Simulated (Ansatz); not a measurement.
CH2AlN2, SMILES `N#[C][Al-][NH2]` (lower singlet) (charge -1, multiplicity 1). This singlet lies 1.49 eV below the relaxed triplet at the level frozen-core CCSD(T)/aug-cc-pVDZ // PBE0-D3(BJ)/def2-TZVPD (Ansatz, an electronic-structure program).

These are frozen-core fic-MRCISD+Q@CASSCF(6e,6o)/aug-cc-pVTZ // PBE0-D3(BJ)/def2-TZVPD (Ansatz) values and carry that method's errors.

Ansatz 0.2 input:
```yaml
crystal:
  periodic: [false, false, false]
  atoms:
    - { symbol: N, position_ang: [2.684109, -0.337203, -0.578581] }
    - { symbol: C, position_ang: [1.646107, 0.182724, -0.571186] }
    - { symbol: Al, position_ang: [-0.109502, 1.33438, -0.616592] }
    - { symbol: N, position_ang: [-1.171899, -0.10074, -0.189166] }
    - { symbol: H, position_ang: [-2.173197, -0.027333, -0.090213] }
    - { symbol: H, position_ang: [-0.875626, -1.051833, -0.020292] }
basis:
  gaussian: { orbitals: aug-cc-pVTZ }
correlation:
  method: fic_mrcisd_q
  active_space: { window: { electrons: 6, orbitals: 6 } }
total_charge: -1
```

Output:

```
Functional definition: HF
1376 factors; integrals over basis functions are off by at most 9.7e-4 eV
mean field evaluation 1: about -10609.1030 eV, gradient 2.9e1 eV
mean field evaluation 2: about -10609.2346 eV, gradient 2.9e1 eV
mean field evaluation 4: about -10611.5646 eV, gradient 4.0e0 eV
mean field evaluation 8: about -10611.6380 eV, gradient 3.9e-1 eV
mean field evaluation 16: about -10611.6393 eV, gradient 1.4e-6 eV
mean field -10611.63933862 eV, -389.9705528667 hartree, gradient 1.4e-6 eV, S^2 0.000000; 0 other end points of the search recorded, 0 dependent functions left out; unrestricted orbitals would lower it
reference -10611.63933862 eV, -389.9705528667 hartree; 18, 18 occupied and 216, 216 virtual orbitals, 1376 factors
state -10614.70901951 eV, -390.0833615589 hartree
contracted CI cycle   1: correlation 0.00000000 eV, 0.0000000000 hartree, residual 4.11e1 eV
contracted CI cycle   2: correlation -12.79632009 eV, -0.4702560896 hartree, residual 6.32e0 eV
contracted CI cycle   3: correlation -13.17365587 eV, -0.4841229237 hartree, residual 1.40e0 eV
contracted CI cycle   4: correlation -13.19492068 eV, -0.4849043913 hartree, residual 4.41e-1 eV
contracted CI cycle   5: correlation -13.19694049 eV, -0.4849786179 hartree, residual 1.63e-1 eV
contracted CI cycle   6: correlation -13.19718032 eV, -0.4849874315 hartree, residual 5.35e-2 eV
contracted CI cycle   7: correlation -13.19720775 eV, -0.4849884395 hartree, residual 1.70e-2 eV
contracted CI cycle   8: correlation -13.19721040 eV, -0.4849885370 hartree, residual 5.30e-3 eV
contracted CI cycle   9: correlation -13.19721067 eV, -0.4849885467 hartree, residual 1.72e-3 eV
contracted CI cycle  10: correlation -13.19721070 eV, -0.4849885478 hartree, residual 5.77e-4 eV
state -10614.70901951 eV, -390.0833615589 hartree; corrected -10629.83684173 eV, -390.6392987714 hartree
state -10614.15961260 eV, -390.0631712271 hartree
contracted CI cycle   1: correlation 0.00000000 eV, 0.0000000000 hartree, residual 4.22e1 eV
contracted CI cycle   2: correlation -13.33930790 eV, -0.4902105236 hartree, residual 6.03e0 eV
contracted CI cycle   3: correlation -13.67413065 eV, -0.5025150326 hartree, residual 1.20e0 eV
contracted CI cycle   4: correlation -13.68983143 eV, -0.5030920256 hartree, residual 3.52e-1 eV
contracted CI cycle   5: correlation -13.69119023 eV, -0.5031419606 hartree, residual 1.10e-1 eV
contracted CI cycle   6: correlation -13.69130857 eV, -0.5031463095 hartree, residual 3.48e-2 eV
contracted CI cycle   7: correlation -13.69132060 eV, -0.5031467517 hartree, residual 1.19e-2 eV
contracted CI cycle   8: correlation -13.69132194 eV, -0.5031468009 hartree, residual 3.67e-3 eV
contracted CI cycle   9: correlation -13.69132207 eV, -0.5031468057 hartree, residual 1.12e-3 eV
state -10614.15961260 eV, -390.0631712271 hartree; corrected -10629.81947764 eV, -390.6386606528 hartree
state -10614.70901951 eV, -390.0833615589 hartree; corrected -10629.83684173 eV, -390.6392987714 hartree
state -10613.27385736 eV, -390.0306203226 hartree
contracted CI cycle   1: correlation 0.00000000 eV, 0.0000000000 hartree, residual 4.25e1 eV
contracted CI cycle   2: correlation -13.66909034 eV, -0.5023298048 hartree, residual 7.35e0 eV
contracted CI cycle   3: correlation -14.16401522 eV, -0.5205179588 hartree, residual 1.48e0 eV
contracted CI cycle   4: correlation -14.18645680 eV, -0.5213426713 hartree, residual 3.99e-1 eV
contracted CI cycle   5: correlation -14.18808784 eV, -0.5214026110 hartree, residual 1.22e-1 eV
contracted CI cycle   6: correlation -14.18822612 eV, -0.5214076929 hartree, residual 3.78e-2 eV
contracted CI cycle   7: correlation -14.18823951 eV, -0.5214081848 hartree, residual 1.10e-2 eV
contracted CI cycle   8: correlation -14.18824066 eV, -0.5214082270 hartree, residual 3.77e-3 eV
contracted CI cycle   9: correlation -14.18824078 eV, -0.5214082317 hartree, residual 1.27e-3 eV
state -10613.27385736 eV, -390.0306203226 hartree; corrected -10629.66209633 eV, -390.6328769963 hartree
state -10614.70901951 eV, -390.0833615589 hartree; corrected -10629.83684173 eV, -390.6392987714 hartree
2 active orbitals were swapped for others, from the solution at -10614.15956805 eV, -390.0631695900 hartree to that at -10614.70899225 eV, -390.0833605572 hartree; typed "places" are swapped only where nearly empty or full, and so, without "given_window_search", are "orbital_numbers", "shells" and a window whose orbitals a file names under [Active]
Total energy: -10629.83684173 eV, -390.6392987714 hartree
```
